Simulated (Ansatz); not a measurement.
H3InO (SMILES [OH][InH2]) moved off its minimum; all values from Ansatz (an electronic-structure program), cores frozen in correlated methods. Elements past Kr take the def2 small-core potentials, without spin–orbit coupling.
(charge 0, multiplicity 1)
```xyz
5

In    -0.0655    -0.2397    -0.1764
H     -1.4557    -0.0173    -1.2313
H      1.6053    -0.7989    -0.4893
O     -0.3096     0.8620     1.3687
H      0.4901     0.7981     2.0901
```

Forces at HF/def2-TZVPP (eV/Å):

| atom | Fx | Fy | Fz |
|---|---|---|---|
| In1 | 0.542 | -0.379 | -2.053 |
| H2 | 0.333 | -0.382 | 0.217 |
| H3 | -0.754 | -0.047 | 0.180 |
| O4 | 3.960 | 0.348 | 5.209 |
| H5 | -4.081 | 0.461 | -3.553 |

**Question.** Give the forces (eV/Å), the total energy and the dipole at CCSD(T)/def2-TZVPPD.

**Answer.** 
| atom | Fx | Fy | Fz |
|---|---|---|---|
| In1 | 0.675 | -0.893 | -2.417 |
| H2 | 0.136 | -0.288 | 0.104 |
| H3 | -0.503 | -0.104 | 0.118 |
| O4 | 2.783 | 0.966 | 4.960 |
| H5 | -3.092 | 0.319 | -2.765 |
Energy -266.1861 hartree, dipole 1.87 D.
